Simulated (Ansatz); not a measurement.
`OB(F)[SiH2]Br` + HBr → `Br[SiH2]Br` + `OBF` at 700 K and 1 bar (cleavage of the Si–B bond).

Computed with Ansatz on PBE0-D4/def2-TZVP structures; ΔE is electronic, products minus reactants. CBS: MP2 limit from def2 TZ/QZ plus the TZ coupled-cluster correction, frozen cores. This one scheme is used for every species. For Br outer-core shells are correlated without core-valence functions, which leaves a few kJ/mol of doubt a bond. Scalar relativity is left out up to krypton. Each species was taken in one conformer, which may not be the lowest.

```tsv
species	CCSD(T)/CBS energy (Eh)	H − E (kJ/mol)	S (J/(mol·K))
`OB(F)[SiH2]Br`	-3064.11870	176.6	458.7
HBr	-2573.91920	36.5	223.7
`Br[SiH2]Br`	-5437.00625	97.1	376.7
`OBF`	-201.07426	116.8	306.1
```

H − E and S are ideal-gas, rigid-rotor, harmonic terms from PBE0-D4/def2-TZVP, for one conformer and one mirror image of each species. 1 Eh = 2625.50 kJ/mol, R = 8.31446 J/(mol·K).

Question: By hand: ΔE, ΔH, ΔS and ΔG.

Answer: ΔE = (-5437.00625) + (-201.07426) − (-3064.11870) − (-2573.91920) = -0.04261 Eh = -111.9 kJ/mol. Δ(H − E) = 97.1 + 116.8 − 176.6 − 36.5 = 0.8, so ΔH = -111.1 kJ/mol. ΔS = 376.7 + 306.1 − 458.7 − 223.7 = 0.4 J/(mol·K). ΔG = -111.1 − 700 × (0.4)/1000 = -111.4 kJ/mol.

Question: By hand: the equilibrium constant, and the temperature at which ΔG would vanish if ΔH and ΔS stayed fixed.

Answer: log₁₀ K = −ΔG/(RT ln 10) = 8.3. ΔH and −TΔS have one sign here, so there is no such temperature.

The number of gas molecules stays the same, so ΔS is small and ΔH decides. A doubt of 5 kJ/mol in ΔE shifts log₁₀ K by 0.4 here. Other conformers and mirror images would add mixing entropy, several J/(mol·K) or more a flexible species. Modes under 60 cm⁻¹, often nearly free rotors, make the harmonic entropy too high. These are equilibria of isolated gas molecules and say nothing of rates. Largest T1 diagnostic: 0.013 (customary marks: 0.02 for closed shells, 0.045 for open ones).

ΔS is within the doubt of such terms, so its sign, and with it that verdict, could turn.
